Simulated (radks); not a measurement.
Values are calculated unless marked as measured or tabulated.
Initial-state core-level shifts of neutral niobium when its valence configuration changes from [Kr] 4d4 5s1. Code: a radial shooting solver on a logarithmic mesh with Libxc functionals. Model: Dirac Kohn-Sham, PBEsol, spin-unpolarised, spherical densities, point nucleus; open shells fill j = l - 1/2 first. Shifts are changes of the shell-averaged eigenvalues in eV (positive: less bound).

| valence | 1s | 2s | 2p | 3s |
|---|---|---|---|---|
| 4d5 | +1.716 | +1.868 | +1.855 | +1.853 |
| 4d4 5p1 | -1.187 | -1.145 | -1.147 | -1.163 |
| 4d4.5 5s0.5 | +0.945 | +1.026 | +1.020 | +1.017 |
| 4d4 5s0.5 5p0.5 | -0.609 | -0.588 | -0.589 | -0.596 |
| 4d3 5s0.5 5p1.5 | -4.310 | -4.469 | -4.455 | -4.440 |
| 4d3 5s1.5 5p0.5 | -3.124 | -3.310 | -3.295 | -3.267 |
| 4d3 5s1 5p1 | -3.729 | -3.901 | -3.887 | -3.865 |
| 4d3 5s2 | -2.489 | -2.689 | -2.674 | -2.640 |
| 4d2 5s1.5 5p1.5 | -7.453 | -7.891 | -7.857 | -7.763 |
